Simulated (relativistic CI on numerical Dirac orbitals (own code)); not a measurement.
## Rb3+: what numerical and physical settings do to a radial Dirac CI calculation

Reference input:

```
atom Rb  Z=37  charge=3  electrons=34
nucleus A=85  rms_radius_fm=4.2036
hamiltonian dirac-coulomb  breit=on  qed=on  c_scale=1
orbitals kli  potential=per-configuration
slater_scale 1
correlation none
mixing on
grid step=0.0125 r_max=37.3
scf mixing=0.4 start=green max_iterations=150 tolerance=2e-08 node_fill=0.05
configurations
  [Ar] 3d10 4s2 4p4
  [Ar] 3d10 4s 4p5
  [Ar] 3d10 4s2 4p3 4d
  [Ar] 3d10 4p6
  [Ar] 3d10 4s2 4p2 4d2
end
```

Computed lowest total energy -2974.70393 Ha, first excitation 6071.9 cm⁻¹, 56 SCF steps. Runs with settings changed; * marks those that are bad on purpose (the QED terms keep the true α when c is scaled):

| Changed | Outcome | Lowest level | ΔE (Ha) | First excitation (cm⁻¹) | SCF steps | Message |
| --- | --- | --- | --- | --- | --- | --- |
| node fill of the KLI weights 0.01 | converged | 4s2 4p4 3P_2 | 0.000961 | 6044.4 | 57 |  |
| speed of light × 10 | converged | 4s2 4p4 3P_2 | 39.2 | 52.3 | 56 |  |
| start potential bare | converged | 4s2 4p4 3P_2 | 7.52e-10 | 6071.9 | 88 |  |
| SCF tolerance 1e-06, nuclear radius 3.7832 fm, start potential thomas-fermi | converged | 4s2 4p4 3P_2 | -0.00491 | 6071.9 | 45 |  |
| configuration list: extra electron * | refused |  |  |  | 0 | configuration [Ar] 3d10 4s2 4p2 4d2 5s has 35 electrons, the ion has 34 |
| grid step 0.3 * | not converged |  |  |  | 1 | SCF of 1s2 2s2 2p6 3s2 3p6 3d10 4s2 4p4 stopped: an orbital could not be found |

With so few configurations and no correlation, terms lie too far apart (by 10 to 50 % near neutrality), their order can be wrong, and levels of other configurations are missing.
